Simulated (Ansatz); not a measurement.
Reaction (ligand exchange at the Si–O bond): `C[SiH2][O][GeH3]` + `CC[SeH]` → `CC[Se][SiH2]C` + `[OH][GeH3]`

Computed with Ansatz on PBE0-D4/def2-TZVP structures; ΔE is electronic, products minus reactants. CBS: MP2 limit from def2 TZ/QZ plus the TZ coupled-cluster correction, frozen cores. DFT in def2-TZVPP. For Ge, Se outer-core shells are correlated without core-valence functions, which leaves a few kJ/mol of doubt a bond. Scalar relativity is left out up to krypton. One conformer a species, not always the lowest.

`C[SiH2][O][GeH3]`:

Z-matrix (Å, degrees):
```
C
Si 1 1.858
H 1 1.092 2 110.8
H 1 1.093 2 110.4 3 -119.9
H 1 1.092 2 110.8 3 120.2
O 2 1.638 1 108.9 3 -60.1
H 2 1.493 1 110.4 3 179.1
H 2 1.493 1 110.4 3 60.6
Ge 6 1.774 2 133.9 1 179.8
H 9 1.533 6 105.6 2 -179.8
H 9 1.538 6 108.6 2 -60.0
H 9 1.538 6 108.6 2 60.5
```

`CC[SeH]`:

Z-matrix (Å, degrees):
```
C
C 1 1.512
H 1 1.091 2 111.2
H 1 1.095 2 110.4 3 120.3
H 1 1.092 2 111.2 3 -120.1
Se 2 1.958 1 114.0 3 57.4
H 2 1.090 1 112.1 3 -179.9
H 2 1.092 1 111.4 3 -59.4
H 6 1.469 2 95.0 1 63.4
```

`CC[Se][SiH2]C`:

Cartesian coordinates in Å:
```
C 1.068 -0.171 2.245
C -0.333 -0.583 1.854
Se -0.455 -1.385 0.060
Si -0.219 0.526 -1.149
C -0.593 0.128 -2.933
H 1.754 -1.019 2.203
H 1.076 0.224 3.266
H 1.458 0.605 1.583
H -0.721 -1.358 2.516
H -1.030 0.256 1.884
H 1.156 1.084 -1.022
H -1.160 1.545 -0.603
H 0.094 -0.632 -3.312
H -0.483 1.024 -3.550
H -1.613 -0.244 -3.043
```

`[OH][GeH3]`:

Z-matrix (Å, degrees):
```
Ge
O 1 1.783
H 1 1.531 2 104.3
H 1 1.541 2 109.9 3 119.6
H 1 1.541 2 109.9 3 -119.6
H 2 0.959 1 112.7 3 180.0
```

Problem. Is it downhill or uphill in electronic energy at CCSD(T)/CBS, and by how much? (Estimate.)

Solution. Ansatz gave: Uphill: ΔE = +10.6 kcal/mol.

Problem. What do these levels give: B2PLYP, r2SCAN, HF/def2-TZVPP, SCS-MP2/def2-TZVPP, HF/def2-QZVPP, HF/CBS(def2)? (Best estimate.)

Solution. Computed: B2PLYP 12.4, r2SCAN 10.6, HF/def2-TZVPP 16.7, SCS-MP2/def2-TZVPP 12.4, HF/def2-QZVPP 17.2, HF/CBS(def2) 17.2 kcal/mol.

Largest T1 diagnostic among the species: 0.011.

From PBE to PBE0 (25 % exact exchange), in def2-TZVPP and without D4, ΔE moves by +1.0 kcal/mol. The D4 term adds −1.3 kcal/mol with B3LYP and −0.7 kcal/mol with PBE0; it sums over pairs of atoms, weighted by their polarisabilities, and B3LYP, whose exchange is more repulsive, gets the larger term.

B3LYP here is the variant with VWN-RPA as its local correlation; programs differ in this.
